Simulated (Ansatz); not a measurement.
Species: sum formula BNH$_{2}$Cl$_{2}$ (charge 0, singlet). 
Geometry from a B3LYP-D3(BJ)/def2-TZVP (Ansatz, an electronic-structure program) optimisation:
```
B
N 1 1.3854
H 2 1.0060 1 122.41
H 2 1.0060 3 115.18 1 180.00
Cl 1 1.7704 2 120.26 3 180.00
Cl 1 1.7704 2 120.26 3 0.00
```
Charge 0, spin multiplicity 1.

Total electronic energies in hartree. Correlated levels leave the core frozen unless marked. Spin-orbit coupling is left out. Non-relativistic. CBS marks a two-point X^-3 extrapolation of the correlation energy; Hartree-Fock from the larger set (for Q and 5 zeta extrapolated as (X+1)exp(-9√X)). The bracket is a focal-point correction in the basis named.

```
level                                                                      program  energy (Eh)
-------------------------------------------------------------------------  -------  -----------
PBE/def2-TZVPD                                                              Ansatz  -1000.92222
B97M-V/def2-TZVPD                                                           Ansatz          ___
wB97X-V/def2-TZVPD                                                          Ansatz          ___
MP2/cc-pVTZ                                                                 Ansatz  -1000.19622
MP2/CBS(cc-pV(T+d)Z,cc-pV(Q+d)Z)                                            Ansatz   -1000.3159
SCS-MP2/6-31G                                                               Ansatz   -999.56768
CCSD(T)/STO-3G                                                              Ansatz   -988.70429
RI-MP2/CBS(aug-cc-pV(T+d)Z,aug-cc-pV(Q+d)Z)+[CCSD(T)-MP2]/aug-cc-pV(Q+d)Z   Ansatz   -1000.3855
CCSD(T)/CBS(cc-pV(Q+d)Z,cc-pV(5+d)Z)                                        Ansatz   -1000.3838
```

Problem. Some entries are withheld; supply them.

Solution. 
- B97M-V/def2-TZVPD, energy (Eh): -1001.16959
- wB97X-V/def2-TZVPD, energy (Eh): -1001.24445
